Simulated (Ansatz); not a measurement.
Total energies of B(PF3)H3 (BPH₃F₃) from Ansatz at PBE-D4/def2-TZVP, gas phase (1 Eh = 27.2114 eV = 2625.5 kJ/mol). The reference geometry is relaxed at B3LYP-D4/def2-SVP.

Cartesian coordinates in Å:
```
B 0.997 -0.476 0.039
P -0.678 0.325 -0.025
F -1.038 1.382 1.089
F -1.946 -0.609 0.070
F -1.050 1.154 -1.314
H 0.968 -1.228 -0.916
H 0.995 -1.018 1.127
H 1.753 0.471 -0.070
```

```
                state                      geometry  energy (Eh)
     charge 0 singlet                     reference   -667.31739
     charge 1 doublet                     reference   -666.87669
     charge 1 doublet  relaxed at B3LYP-D4/def2-SVP   -666.92854
free B atom (doublet)                             –    -24.61008
free P atom (quartet)                             –   -341.10299
free F atom (doublet)                             –    -99.66912
free H atom (doublet)                             –     -0.49962
```

(1) Work out the vertical ionisation energy to the doublet.

(2) How much does the charge 1 doublet relax, and what is the adiabatic ionisation energy?

(3) What is the binding energy per atom against free atoms?

(1) E(charge 1 doublet) − E(charge 0 singlet) = -666.87669 − (-667.31739) = 0.44070 Eh = 11.99 eV. For comparison, −ε of the highest occupied level is 8.41 eV at this level, 3.58 eV less.

(2) Relaxation: -666.87669 − (-666.92854) = 0.05185 Eh = 1.41 eV. Adiabatic ionisation energy: 0.38885 Eh = 10.58 eV, without zero-point energy. 

(3) Atoms: 1 × (-24.61008) + 1 × (-341.10299) + 3 × (-99.66912) + 3 × (-0.49962) = -666.21929 Eh. Binding: -666.21929 − (-667.31739) = 1.09810 Eh = 29.88 eV, or 3.74 eV for each of 8 atoms (no zero-point energy, no counterpoise term).
